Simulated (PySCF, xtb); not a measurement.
C₃H₆BNO, SMILES C#CB(O)NC.

GFN2-xTB in xtb at its own geometry gives an orbital gap of 4.84 eV and a dipole moment of 0.37 D.

Coordinates come from a PBE0-D3(BJ)/def2-SVP optimisation. This is a generated structure with no PubChem entry under its InChIKey; it may be hypothetical. Other conformers were not sampled.

Question: What does PBE/def2-TZVP (PySCF) give? (Estimate from the structure and the level; the computed values follow.)

Answer: gap 4.69 eV (levels -5.81 and -1.12 eV), dipole 0.67 D.
